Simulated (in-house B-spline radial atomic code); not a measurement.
A radial electron density 4πr²n(r) was computed for an atom or ion in its tabulated ground configuration with a B-spline radial code for spherical atoms; method: Dirac-Hartree-Fock, average of configuration. Columns: r (bohr), 4πr²n(r) (electrons per bohr), bar.

```
 0.00101    1.292 #
 0.00117    1.676 #
 0.00136    2.182 ##
 0.00157    2.799 ##
 0.00182    3.605 ###
 0.00211    4.624 ####
 0.00245    5.921 #####
 0.00284    7.522 ######
 0.00329    9.488 ########
 0.00381    11.88 #########
 0.00442     14.8 ############
 0.00512    18.22 ##############
 0.00594    22.23 ##################
 0.00688    26.74 #####################
 0.00798    31.75 #########################
 0.00925    37.03 #############################
  0.0107    42.28 ##################################
  0.0124    47.28 ######################################
  0.0144    51.53 #########################################
  0.0167     54.4 ###########################################
  0.0193    55.39 ############################################
  0.0224    54.12 ###########################################
   0.026    50.33 ########################################
  0.0301    44.36 ###################################
  0.0349    36.69 #############################
  0.0405    28.33 #######################
  0.0469    20.69 ################
  0.0544    14.64 ############
   0.063    10.93 #########
   0.073    9.385 #######
  0.0846     9.28 #######
  0.0981    9.527 ########
   0.114    9.163 #######
   0.132    7.816 ######
   0.153    5.721 #####
   0.177    3.542 ###
   0.205    1.798 #
   0.238   0.7192 #
   0.276   0.2238 
    0.32  0.05198 
    0.37 0.008934 
   0.429  0.00101
```

(1) Which atom or ion is it?
A. Cd46+
B. Sb46+
C. In45+
D. Cd45+

## Answers

(1) D. The area under the curve, ∫4πr²n dr = ∫r·4πr²n d(ln r) on this logarithmic grid, is 3 electrons, which only this option has. The configuration is [He] 2s1.
